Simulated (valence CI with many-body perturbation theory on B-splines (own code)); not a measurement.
Results of a calculation; reference values are marked as such.
**Ladder of approximations for Ce52+**

Level of theory: configuration interaction combined with many-body perturbation theory (CI+MBPT): four valence electrons over a frozen Dirac-Fock core [He], radial functions for each j: 11 s, 11 p, 9 d, 7 f, 5 g, 2 h, 1 i, with the one-electron correlation potential Σ1, the two-electron term Σ2, the three-electron term Σ3, Breit, model QED; selected CI, second order for the rest (own B-spline code, finite nucleus).

The last digits are not significant, and no measured levels were compared; by estimate large intervals hold to a few tenths of a per cent, small ones and those within an open d or f shell to about a per cent. Among the levels kept, up to 260 cm⁻¹ of a level comes from second order outside the variational space, and about a tenth of that is noise between levels of different J, which matters for small intervals.

Each rung adds one term. CI alone is the Dirac-Coulomb CI over the frozen core; QED comes last and gives the full result, which names the levels. Energies are above (2s^2 2p1/2^2) J=0 on the same rung, in Ry.

Levels are named by their leading jj configuration (3d3/2^4 stands for four electrons in 3d with j = 3/2), which in mixed levels can hold well under half, so a name can repeat and another be missing. Letters in brackets count levels of one name in rising energy.

| Level | CI alone | Σ1 | Σ2 | Σ3 | Breit | QED | Full |
| --- | --- | --- | --- | --- | --- | --- | --- |
| (2s^2 2p1/2 2p3/2) J=1 | 34.41 | +0.009 | -0.004 | +0.001 | -0.588 | +0.063 | 33.89 |
| (2s^2 2p1/2 2p3/2) J=2 | 35.91 | +0.009 | -0.002 | -0.001 | -0.869 | +0.063 | 35.10 |
| (2s 2p1/2^2 2p3/2) J=2 | 49.82 | -0.011 | -0.014 | -0.002 | -0.209 | -0.501 | 49.08 |
| (2s 2p1/2^2 2p3/2) J=1 | 54.57 | -0.011 | -0.024 | -0.008 | -0.104 | -0.504 | 53.92 |
| (2s^2 2p3/2^2) J=2 | 71.21 | +0.017 | -0.002 | -0.001 | -1.298 | +0.116 | 70.04 |
| (2s^2 2p3/2^2) J=0 | 74.19 | +0.017 | +0.005 | -0.005 | -0.997 | +0.113 | 73.32 |
| (2s 2p1/2 2p3/2^2) J=2 [a] | 82.73 | -0.003 | -0.012 | -0.001 | -0.700 | -0.441 | 81.57 |
| (2s 2p1/2 2p3/2^2) J=3 | 85.90 | -0.003 | -0.014 | -0.004 | -1.122 | -0.441 | 84.32 |
| (2s 2p1/2 2p3/2^2) J=0 | 88.32 | -0.003 | -0.008 | -0.005 | -0.489 | -0.442 | 87.37 |
| (2s 2p1/2 2p3/2^2) J=1 [a] | 89.73 | -0.003 | -0.028 | -0.008 | -0.665 | -0.444 | 88.58 |
| (2s 2p1/2 2p3/2^2) J=2 [b] | 90.76 | -0.003 | -0.026 | -0.009 | -0.940 | -0.444 | 89.34 |
| (2s 2p1/2 2p3/2^2) J=1 [b] | 90.69 | -0.003 | -0.019 | -0.008 | -0.634 | -0.444 | 89.58 |
| (2p1/2^2 2p3/2^2) J=2 | 106.90 | -0.022 | -0.045 | -0.012 | -0.253 | -0.998 | 105.57 |
| (2p1/2^2 2p3/2^2) J=0 | 110.12 | -0.022 | -0.040 | -0.012 | +0.059 | -0.997 | 109.11 |
| (2s 2p3/2^3) J=2 | 122.88 | +0.006 | -0.013 | -0.006 | -1.285 | -0.381 | 121.20 |
| (2s 2p3/2^3) J=1 | 127.43 | +0.006 | -0.025 | -0.010 | -1.212 | -0.384 | 125.80 |
| (2p1/2 2p3/2^3) J=1 | 141.89 | -0.014 | -0.041 | -0.011 | -0.649 | -0.948 | 140.23 |
| (2p1/2 2p3/2^3) J=2 | 143.41 | -0.014 | -0.038 | -0.011 | -0.922 | -0.948 | 141.48 |
| (2p3/2^4) J=0 | 180.02 | -0.005 | -0.034 | -0.012 | -1.151 | -0.886 | 177.93 |
| (2s^2 2p1/2 3s) J=0 | 436.47 | +0.029 | -0.001 | -0.008 | -1.060 | +0.172 | 435.60 |
| (2s^2 2p1/2 3s) J=1 | 436.73 | +0.029 | -0.003 | -0.008 | -1.103 | +0.174 | 435.82 |
| (2s^2 2p1/2 3p1/2) J=1 | 441.11 | +0.025 | -0.003 | -0.008 | -0.948 | +0.010 | 440.18 |
| (2s^2 2p1/2 3p1/2) J=0 | 443.44 | +0.025 | -0.005 | -0.008 | -0.864 | +0.008 | 442.60 |
| (2s 2p1/2^2 3s) J=1 | 449.77 | +0.012 | -0.008 | -0.008 | -0.591 | -0.313 | 448.86 |
| (2s 2p1/2^2 3s) J=0 | 452.15 | +0.009 | -0.008 | -0.009 | -0.439 | -0.395 | 451.31 |
| (2s^2 2p1/2 3p3/2) J=2 | 452.58 | +0.027 | -0.005 | -0.008 | -1.135 | +0.028 | 451.48 |
| (2s^2 2p1/2 3p3/2) J=1 | 452.93 | +0.024 | -0.007 | -0.008 | -0.957 | -0.053 | 451.93 |
| (2s 2p1/2^2 3p1/2) J=1 | 455.07 | +0.006 | -0.011 | -0.009 | -0.414 | -0.511 | 454.13 |
| (2s 2p1/2^2 3p1/2) J=0 | 455.09 | +0.005 | -0.011 | -0.009 | -0.257 | -0.556 | 454.27 |
| (2s^2 2p1/2 3d3/2) J=2 | 456.27 | +0.030 | -0.001 | -0.007 | -1.156 | +0.011 | 455.15 |
| (2s^2 2p1/2 3d3/2) J=1 | 458.00 | +0.029 | -0.003 | -0.007 | -1.113 | -0.036 | 456.87 |

The middle columns are the shifts that each term adds.

Q: How does the ionisation energy move along the ladder, and which term matters most?

A: CI alone 10560, + Σ1 10561, + Σ2 10561, + Σ3 10561, + Breit 10544, + QED 10544 eV. The largest step is Breit, -17 eV. NIST lists 10542 ± 4 eV (theoretical).
